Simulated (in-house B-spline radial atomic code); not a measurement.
The numbers below are computed, except where a source is named.
**Kr in an electron gas of r_s = 1.5: phase shifts, screening and friction**

A nucleus sits in a uniform electron gas with a rigid positive background. The Kohn-Sham equations are solved self-consistently in the spin-unpolarised LDA (PW92), non-relativistic, on B-splines with outgoing waves at the boundary and partial waves to l = 8. The model has no lattice, no bands and no magnetic solution. Atomic units; δ_l are the phase shifts at the Fermi level, counted so that each bound state adds π, and good to about 0.0005.

The density parameter is r_s = 1.5 bohr.

```json
{"l": "0", "δ_l (rad)": "10.3572"}
{"l": "1", "δ_l (rad)": "7.9183"}
{"l": "2", "δ_l (rad)": "4.0992"}
{"l": "3", "δ_l (rad)": "0.1962"}
{"l": "4", "δ_l (rad)": "0.0427"}
{"l": "5", "δ_l (rad)": "0.0113"}
{"l": "6", "δ_l (rad)": "0.0032"}
{"l": "7", "δ_l (rad)": "0.0010"}
{"l": "8", "δ_l (rad)": "0.0003"}
```

Bound levels below the band bottom (hartree): s -8.802, p -6.573, d -2.559, s -0.4241, p -0.01016 and deeper ones.

Problem. Check the Friedel sum rule, and say where the screening charge sits.

Solution. k_F = (9π/4)^(1/3)/r_s = 1.27944. The rule is Z = (2/π) Σ (2l + 1) δ_l. The terms are s 6.594, p 15.123, d 13.048, f 0.874 and 0.363 beyond, in all 36.002 against Z = 36. Bound states hold 8 s, 18 p, 10 d electrons, so the scattering states carry 0.00 in all; where a term is smaller than its bound count, the bound level has drawn weight out of the band.

Problem. Find the transport cross section and the electronic stopping of a 5 keV Kr ion (mass 83.8 u).

Solution. σ_tr = (4π/k_F²) Σ (l + 1) sin²(δ_l − δ_(l+1)). The terms for l = 0 to 3 are 0.4177, 0.7859, 1.4281, 0.0935, all together 2.7305, so σ_tr = 7.677 × 2.7305 = 20.961 bohr². With n = 3/(4π r_s³) = 0.07074, the friction coefficient is Q = n k_F σ_tr = 1.8970. For v well below v_F = 1.279, dE/dx = Q v; with 24801 eV per u at v = 1, v = √(5000/(24801 × 83.8)) = 0.0490, so dE/dx = 0.09305 hartree/bohr = 47.8 eV/nm. The largest term couples the d and f waves.
